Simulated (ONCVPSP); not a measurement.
## How hard is this bromine ONCV potential?

Br (Z = 35), optimised norm-conserving Vanderbilt (ONCV), made with ONCVPSP 4.0.1 (LDA (Perdew-Wang 92), scalar-relativistic). Core [Ar] 3d10, reference 4s1.75 4p5.25. Waves: 4s: rc 1.15 bohr, ncon 3, nbas 7, qcut 6.7 1/bohr, local; 4p: rc 1.25 bohr, ncon 3, nbas 7, qcut 5.8 1/bohr, 1 projector. Local part: the s channel. Core correction: none.

**Question.** For each optimised wave give the share of its norm inside rc, the residual kinetic energy above qcut (Ha) and the cutoffs (Ha) for errors of 10, 1, 0.1 and 0.01 mHa per electron.

**Answer.**

| wave | norm inside rc | residual KE | 10 mHa | 1 mHa | 0.1 mHa | 0.01 mHa |
| --- | --- | --- | --- | --- | --- | --- |
| 4s | 0.183 | 1.0e-03 | 8.9 | 23.0 | 106.3 | 213.5 |
| 4p | 0.133 | 3.8e-04 | 4.0 | 12.3 | 98.3 | not reached |

The occupied waves need 23 Ha and 106 Ha for 1 and 0.1 mHa. Note: ghosts flagged at negative energy: p at -4337.9 eV; no localised positive-energy state flagged. A true bound ghost makes a file unfit for plane-wave use.
